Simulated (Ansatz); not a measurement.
Isolated molecules relaxed with PBE0-D4/def2-TZVP in Ansatz; ΔE leaves out vibrations. CBS: MP2 limit from def2 TZ/QZ plus the TZ coupled-cluster correction, frozen cores. This one scheme is used for every species. DFT in def2-TZVPP. For Se outer-core shells are correlated without core-valence functions, which leaves a few kJ/mol of doubt a bond. Scalar relativity is left out up to krypton. One conformer a species, not always the lowest.

`ClB(Cl)Cl` + `C[SeH]` → `C[Se]B(Cl)Cl` + HCl  (ligand exchange at a B–Cl bond)

```csv
level,ΔE (kJ/mol)
PBE0-D4,1.4
ωB97M-V,7.1
```

**Question.** What does CCSD(T)/CBS give? (Estimate.)

**Answer.** Computed: -3.0 kJ/mol. The listed levels differ from it by 4.4, 10.1 kJ/mol.

Largest T1 diagnostic among the species: 0.011.

Leaving LDA and LC-ωPBE aside and taking each functional with its dispersion term where it has one, the values, not all of them listed here, spread over 8.2 kJ/mol, from revPBE-D4 to CAM-B3LYP-D4. LDA lies −5.2 kJ/mol from PBE without D4. The D4 term adds −8.0 kJ/mol with B3LYP and −4.5 kJ/mol with PBE0; it sums over pairs of atoms, weighted by their polarisabilities, and B3LYP, whose exchange is more repulsive, gets the larger term. At CCSD(T), def2-SVP lies +18.5 kJ/mol from the extrapolated value and def2-TZVPP +3.0 kJ/mol.

B3LYP here is the variant with VWN-RPA as its local correlation; programs differ in this.
